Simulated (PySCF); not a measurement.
Species: SnF₄.
Geometry (PBE0-D3(BJ)/def2-SVP, Å), atoms numbered from 1 in this order:
```xyz
5
SnF4 angstrom
Sn     0.015   -0.024   -0.010
F     -0.291   -0.069    1.867
F      1.886   -0.051   -0.352
F     -0.734    1.567   -0.736
F     -0.801   -1.534   -0.830
```

Level of theory: PBE0-D3(BJ)/def2-SVP geometry optimisation, gas phase, def2 core potentials past Kr in PySCF 2.14.0.

Task: Which atoms are bound to Sn1, and at what distances?

Result: 4 atoms: F3 1.902 Å, F5 1.902 Å, F2 1.902 Å, F4 1.902 Å.

Task: List the angles at Sn1.

Result: 
```
    angle  degrees  distance of the outer atoms (Å)
F2–Sn1–F5    109.7                             3.11
F2–Sn1–F3    109.6                             3.11
F3–Sn1–F5    109.5                             3.11
F2–Sn1–F4    109.5                             3.11
F3–Sn1–F4    109.3                             3.10
F4–Sn1–F5    109.3                             3.10
```

Task: What is the shape at Sn1?

Result: Tetrahedral: angles from 109.3° to 109.7°; τ4 = (360° − α − β)/141° = 1.00 with α and β the two widest (0 for a square, 1 for a tetrahedron).

Task: What are the rotational constants (commonest isotopes, rigid rotor)?

Result: A = 2762, B = 2757, C = 2753 MHz: a spherical top.

Point group: Td (every atom within 0.08 Å of its image). Charge 0, singlet. No frequency check.

The run took 41 s wall on one thread, Arm Neoverse V1 (aarch64), shared host with 32 logical CPUs at a one-minute load of 16, and the process peaked at 0.32 GiB of memory. This is the geometry optimisation.
